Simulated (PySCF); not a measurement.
# ZnCl: energy against distance

Set-up: basis Zn x2c-SVPall, Cl x2c-SVPall; spin-free X2C with a Gaussian nucleus; PySCF 2.14. Energies in eV from Zn + Cl in their ground configurations at the same level. State: ²Σ⁺ (doublet), unpaired electrons σ ↑.

All columns are PBE0. A positive dipole means Zn(−)Cl(+).

```json
{"R (Å)": "1.871", "E (eV)": "-1.273", "μ (D)": "-1.57", "Mulliken charge on Zn (basis-dependent)": "0.13", "HOMO (eV)": "-6.00", "LUMO (eV)": "-2.77", "Mayer bond order": "1.34", "⟨S²⟩": "0.75"}
{"R (Å)": "1.958", "E (eV)": "-1.750", "μ (D)": "-1.94", "Mulliken charge on Zn (basis-dependent)": "0.17", "HOMO (eV)": "-6.15", "LUMO (eV)": "-2.97", "Mayer bond order": "1.27", "⟨S²⟩": "0.75"}
{"R (Å)": "2.045", "E (eV)": "-2.005", "μ (D)": "-2.31", "Mulliken charge on Zn (basis-dependent)": "0.21", "HOMO (eV)": "-6.30", "LUMO (eV)": "-3.17", "Mayer bond order": "1.20", "⟨S²⟩": "0.75"}
{"R (Å)": "2.110", "E (eV)": "-2.091", "μ (D)": "-2.59", "Mulliken charge on Zn (basis-dependent)": "0.24", "HOMO (eV)": "-6.40", "LUMO (eV)": "-3.32", "Mayer bond order": "1.15", "⟨S²⟩": "0.75"}
{"R (Å)": "2.175", "E (eV)": "-2.112", "μ (D)": "-2.87", "Mulliken charge on Zn (basis-dependent)": "0.26", "HOMO (eV)": "-6.50", "LUMO (eV)": "-3.46", "Mayer bond order": "1.10", "⟨S²⟩": "0.75"}
{"R (Å)": "2.240", "E (eV)": "-2.084", "μ (D)": "-3.14", "Mulliken charge on Zn (basis-dependent)": "0.29", "HOMO (eV)": "-6.60", "LUMO (eV)": "-3.60", "Mayer bond order": "1.06", "⟨S²⟩": "0.75"}
{"R (Å)": "2.327", "E (eV)": "-1.992", "μ (D)": "-3.46", "Mulliken charge on Zn (basis-dependent)": "0.31", "HOMO (eV)": "-6.72", "LUMO (eV)": "-3.78", "Mayer bond order": "1.00", "⟨S²⟩": "0.75"}
{"R (Å)": "2.436", "E (eV)": "-1.822", "μ (D)": "-3.82", "Mulliken charge on Zn (basis-dependent)": "0.33", "HOMO (eV)": "-6.86", "LUMO (eV)": "-3.98", "Mayer bond order": "0.94", "⟨S²⟩": "0.76"}
{"R (Å)": "2.567", "E (eV)": "-1.580", "μ (D)": "-4.14", "Mulliken charge on Zn (basis-dependent)": "0.34", "HOMO (eV)": "-7.02", "LUMO (eV)": "-4.20", "Mayer bond order": "0.86", "⟨S²⟩": "0.76"}
{"R (Å)": "2.740", "E (eV)": "-1.254", "μ (D)": "-4.34", "Mulliken charge on Zn (basis-dependent)": "0.33", "HOMO (eV)": "-7.22", "LUMO (eV)": "-4.44", "Mayer bond order": "0.76", "⟨S²⟩": "0.76"}
```

A fit through these points gives, at Re = 2.167 Å, μ = -2.84 D and dμ/dR = -4.17 D/Å; the reduced mass is 22.6 u.

How strong is the fundamental in the double-harmonic approximation, I = 42.26·(dμ/dR)²/μred km/mol?

I = 42.26·(-4.17)²/22.6 = 32.5 km/mol at PBE0.

The state was picked by a PBE0 search and need not be the measured ground state.
